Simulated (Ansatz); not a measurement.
The cluster MnO2⁺. Charge 1, multiplicity 1. Geometry PBE0-D4/def2-TZVP; atoms count from 1.

| atom | x (Å) | y (Å) | z (Å) |
| --- | --- | --- | --- |
| Mn1 | 0.7333 | -0.6434 | 0.4072 |
| O2 | -0.8117 | 0.0840 | 0.2223 |
| O3 | 0.0784 | 0.5594 | -0.6295 |

The structure holds one bond between oxygen atoms, so isomers without such links may lie far lower. The restricted singlet is unstable: a solution with broken spin symmetry lies lower. The geometry of the singlet was relaxed on an unsound state (restricted singlet, unstable towards broken spin symmetry). At PBE0-D4/def2-TZVP a quintet of charge 1 lies 3.56 eV below the restricted singlet, each at its own geometry. That quintet is doubtful there (⟨S²⟩ 6.96, where a pure state has 6.00). The structure comes from a short search, and lower isomers may exist.

Q: Estimate the Mulliken populations from the PBE0/def2-TZVP orbitals of Ansatz.

A: 
| atom | charge (e) | d electrons |
| --- | --- | --- |
| Mn1 | 1.22 | 5.55 |
| O2 | -0.11 | – |
| O3 | -0.11 | – |
Mulliken values and Mayer orders depend strongly on the basis.

Q: And the Mayer bond orders between bonded heavy atoms (over 0.3)?

A: Mn1–O2 1.24 (1.72 Å); Mn1–O3 1.24 (1.72 Å); O2–O3 0.98 (1.32 Å).
